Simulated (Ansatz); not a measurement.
C$_{2}$H$_{8}$N$_{2}$Si (`CNC(=N)[SiH3]`) at its PBE0-D4/def2-TZVP geometry, where that method's forces vanish. Charge 0, multiplicity 1.

```json
{"atom": "C1", "x (Å)": "1.218", "y (Å)": "1.390", "z (Å)": "-1.019"}
{"atom": "N2", "x (Å)": "0.065", "y (Å)": "0.586", "z (Å)": "-0.700"}
{"atom": "C3", "x (Å)": "0.080", "y (Å)": "-0.274", "z (Å)": "0.353"}
{"atom": "N4", "x (Å)": "1.162", "y (Å)": "-0.447", "z (Å)": "1.018"}
{"atom": "Si5", "x (Å)": "-1.516", "y (Å)": "-1.247", "z (Å)": "0.676"}
{"atom": "H6", "x (Å)": "1.472", "y (Å)": "2.079", "z (Å)": "-0.206"}
{"atom": "H7", "x (Å)": "2.085", "y (Å)": "0.747", "z (Å)": "-1.181"}
{"atom": "H8", "x (Å)": "1.017", "y (Å)": "1.958", "z (Å)": "-1.927"}
{"atom": "H9", "x (Å)": "-0.826", "y (Å)": "0.870", "z (Å)": "-1.065"}
{"atom": "H10", "x (Å)": "1.036", "y (Å)": "-1.134", "z (Å)": "1.754"}
{"atom": "H11", "x (Å)": "-1.485", "y (Å)": "-2.528", "z (Å)": "-0.075"}
{"atom": "H12", "x (Å)": "-2.711", "y (Å)": "-0.471", "z (Å)": "0.239"}
{"atom": "H13", "x (Å)": "-1.597", "y (Å)": "-1.529", "z (Å)": "2.131"}
```

For each bond, give half the difference of the two atoms' forces along it (eV/Å; positive pushes the atoms apart) under PBE-D4, r2SCAN-D4, B3LYP-D4, ωB97M-V in def2-TZVPP. (Best estimate.)

Computed: 
| bond | length (Å) | PBE-D4 | r2SCAN-D4 | B3LYP-D4 | ωB97M-V |
| --- | --- | --- | --- | --- | --- |
| C1–N2 | 1.442 | 0.02 | 0.17 | 0.22 | 0.22 |
| C1–H6 | 1.095 | 0.11 | -0.04 | -0.07 | -0.11 |
| C1–H7 | 1.091 | 0.11 | -0.05 | -0.08 | -0.10 |
| C1–H8 | 1.090 | 0.06 | -0.07 | -0.10 | -0.08 |
| N2–C3 | 1.361 | 0.08 | 0.09 | 0.12 | 0.19 |
| N2–H9 | 1.003 | 0.17 | -0.05 | -0.11 | -0.15 |
| C3–N4 | 1.282 | 0.63 | 0.35 | 0.15 | -0.02 |
| C3–Si5 | 1.897 | -0.28 | -0.17 | -0.03 | 0.00 |
| N4–H10 | 1.015 | 0.17 | -0.02 | -0.08 | -0.01 |
| Si5–H11 | 1.485 | 0.08 | -0.01 | -0.07 | -0.13 |
| Si5–H12 | 1.490 | 0.07 | -0.02 | -0.07 | -0.10 |
| Si5–H13 | 1.484 | 0.09 | -0.02 | -0.08 | -0.13 |

B3LYP here is the variant with VWN-RPA as its local correlation; programs differ in this.
